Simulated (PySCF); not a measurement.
CH3O2 (SMILES O=C[OH2+]), charge +1, singlet, at a GFN2-xTB geometry; WB97X/STO-3G run with PySCF.

Input for PySCF:
```python
from pyscf import gto, scf, dft

mol = gto.M(
    atom='''
O     0.85180853    0.78882730    0.42093138
C     0.51609906   -0.17301969   -0.10322713
O    -0.99899517   -0.45113405   -0.17128614
H     0.99829671   -1.03383660   -0.56557384
H    -1.55883095    0.30102772    0.13733869
H    -1.35856691   -0.93061903   -0.94956388
''',
    basis='sto-3g',
    charge=1,
    verbose=4,
)

mf = dft.RKS(mol)
mf.xc = 'wb97x'
mf.grids.level = 5
mf.kernel()
```

Problem. What does PySCF print? Leave out banner, timings and long lists.

Solution. 
```
PySCF version 2.14.0

[INPUT] verbose = 4
[INPUT] num. atoms = 6
[INPUT] num. electrons = 24
[INPUT] charge = 1
[INPUT] spin (= nelec alpha-beta = 2S) = 0
[INPUT] symmetry False subgroup None
[INPUT] Mole.unit = angstrom
[INPUT] Symbol           X                Y                Z      unit          X                Y                Z       unit  Magmom
[INPUT]  1 O      0.851808530000   0.788827300000   0.420931380000 AA    1.609684832268   1.490667556580   0.795445025435 Bohr   0.0
[INPUT]  2 C      0.516099060000  -0.173019690000  -0.103227130000 AA    0.975285876545  -0.326959828257  -0.195071004325 Bohr   0.0
[INPUT]  3 O     -0.998995170000  -0.451134050000  -0.171286140000 AA   -1.887827271063  -0.852519799966  -0.323683893534 Bohr   0.0
[INPUT]  4 H      0.998296710000  -1.033836600000  -0.565573840000 AA    1.886507372954  -1.953668031552  -1.068779660819 Bohr   0.0
[INPUT]  5 H     -1.558830950000   0.301027720000   0.137338690000 AA   -2.945763569996   0.568859946702   0.259532510407 Bohr   0.0
[INPUT]  6 H     -1.358566910000  -0.930619030000  -0.949563880000 AA   -2.567319381797  -1.758615093008  -1.794415670979 Bohr   0.0

nuclear repulsion = 75.6030360318888
number of shells = 12
number of NR pGTOs = 54
number of NR cGTOs = 18
basis = sto-3g
ecp = {}

******** <class 'pyscf.dft.rks.RKS'> ********
method = RKS
initial guess = minao
damping factor = 0
level_shift factor = 0
DIIS = <class 'pyscf.scf.diis.CDIIS'>
diis_start_cycle = 1
diis_space = 8
diis_damp = 0
SCF conv_tol = 1e-09
SCF conv_tol_grad = None
SCF max_cycles = 50
direct_scf = True
direct_scf_tol = 1e-13
XC library pyscf.dft.libxc version 7.1.2
    S. Lehtola, C. Steigemann, M. J. T. Oliveira, and M. A. L. Marques,  SoftwareX 7, 1–5 (2018)
XC functionals = wb97x
    J.-D. Chai and M. Head-Gordon,  J. Chem. Phys. 128, 084106 (2008)
radial grids:
    Treutler-Ahlrichs [JCP 102, 346 (1995); DOI:10.1063/1.469408] (M4) radial grids

becke partition: Becke, JCP 88, 2547 (1988); DOI:10.1063/1.454033
pruning grids: <function nwchem_prune>
grids dens level: 5
symmetrized grids: False
atomic radii adjust function: <function treutler_atomic_radii_adjust>
small_rho_cutoff = 0
Set gradient conv threshold to 3.16228e-05
Initial guess from minao.
tot grids = 199560
init E= -188.232739299324
  HOMO = -0.357090100264714  LUMO = 0.0543861601236436  gap/eV = 11.19684
cycle= 1 E= -187.293319074999  delta_E= 0.939  |g|= 0.736  |ddm|=    3
  HOMO = -0.50264186710084  LUMO = -0.0753983395579444  gap/eV = 11.62589
cycle= 2 E= -187.158027730488  delta_E= 0.135  |g|= 1.16  |ddm|= 1.93
  HOMO = -0.619480582463686  LUMO = -0.124576808704103  gap/eV = 13.46702
cycle= 3 E= -187.471653966502  delta_E= -0.314  |g|= 0.081  |ddm|= 1.12
  HOMO = -0.630750028852663  LUMO = -0.110447742728822  gap/eV = 14.15815
cycle= 4 E= -187.473358280376  delta_E= -0.0017  |g|= 0.0311  |ddm|= 0.105
  HOMO = -0.634899737821976  LUMO = -0.108281286445785  gap/eV = 14.33002
cycle= 5 E= -187.473670269056  delta_E= -0.000312  |g|= 0.00326  |ddm|= 0.048
  HOMO = -0.635061914872052  LUMO = -0.109544338013981  gap/eV = 14.30006
cycle= 6 E= -187.473680962506  delta_E= -1.07e-05  |g|= 0.000908  |ddm|= 0.0102
  HOMO = -0.635066621906185  LUMO = -0.109441855235383  gap/eV = 14.30298
cycle= 7 E= -187.473681946028  delta_E= -9.84e-07  |g|= 9.75e-05  |ddm|= 0.004
  HOMO = -0.635108865704606  LUMO = -0.109470851054689  gap/eV = 14.30334
cycle= 8 E= -187.473681955276  delta_E= -9.25e-09  |g|= 2.64e-05  |ddm|= 0.000362
  HOMO = -0.635098324357818  LUMO = -0.109466833505971  gap/eV = 14.30316
cycle= 9 E= -187.473681955784  delta_E= -5.08e-10  |g|= 4.8e-06  |ddm|= 8.31e-05
  HOMO = -0.635098558399482  LUMO = -0.109467751559787  gap/eV = 14.30314
Extra cycle  E= -187.473681955808  delta_E= -2.35e-11  |g|= 3.16e-06  |ddm|= 1.37e-05
converged SCF energy = -187.473681955808
```
